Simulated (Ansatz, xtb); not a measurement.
Molecule: LaF (charge 0, singlet). SMILES: [F][La]
Structure (B3LYP-D3(BJ)/def2-TZVP (Ansatz, a first-principles code) minimum search):
```xyz
2

La     0.0000     0.0000    -0.2850
F      0.0000     0.0000     1.8047
```

Harmonic wavenumbers from GFN2-xTB (xtb, at its own minimum), cm⁻¹: 197.

### Question
Give the harmonic wavenumbers at B3LYP-D3(BJ)/def2-TZVP (Ansatz, finite differences of forces, unscaled).

### Answer
564 cm⁻¹. Zero-point energy 0.8 kcal/mol.

### Question
From these and the geometry, give the ideal-gas thermochemistry at 298.15 K and 1 atm (rigid rotor, harmonic oscillator).

### Answer
Point group C∞v, rotational symmetry number 1. Rotational constants 6.925, 6.925 GHz. S(trans) 41.08, S(rot) 15.50, S(vib) 0.52, S(elec, spin only) 0.00, S 57.1 cal/(mol K). H(298) - H(0) 2.19 kcal/mol; G - E(el) -14.0 kcal/mol.
